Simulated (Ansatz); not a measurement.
Relaxation of AsGaH6 (8 atoms, charge 0, multiplicity 1), to a largest force component of 0.03 eV/Å in at most 50 steps.

These are results of RKS PBE-D4/def2-SVP in Ansatz 0.2.0, not measurements.

```xyz
8
Properties=species:S:1:pos:R:3
Ga -0.932 -0.282 -0.002
H 0.768 -0.839 -2.193
H -1.307 -1.793 0.294
H -1.839 0.601 -0.953
H 1.026 -0.540 -1.605
As 1.090 0.650 0.938
H 0.459 2.036 1.167
H 0.736 0.166 2.355
```

Question: Where does it end, and by what steps?

Answer: It converged. The force dipped under the threshold on the way, but the program's further checks kept it going. After 8 steps the energy has fallen by 0.153 eV; H2 moved furthest, 0.47 Å.

```
step  energy less start (eV)  largest force component (eV/Å)  accepted
   0                  0.0000                           2.157       yes
   1                 -0.1013                           0.521       yes
   2                 -0.1121                           0.366       yes
   3                 -0.1149                           0.422       yes
   4                 -0.1416                           0.184       yes
   5                 -0.1494                           0.135       yes
   6                 -0.1517                           0.027       yes
   7                 -0.1526                           0.030       yes
   8                 -0.1527                           0.006       yes
```

```xyz
8
Properties=species:S:1:pos:R:3
Ga -0.716 -0.237 -0.105
H 0.322 -0.969 -2.121
H -1.036 -1.766 0.147
H -1.606 0.636 -1.080
H 0.937 -0.698 -1.734
As 1.139 0.802 1.114
H 0.309 2.076 1.355
H 0.652 0.156 2.424
```

Run time: 13 s on 2 threads of Intel(R) Xeon(R) Platinum 8259CL CPU @ 2.50GHz (Skylake/Cascade Lake), on a shared host, peak memory 0.15 GiB.
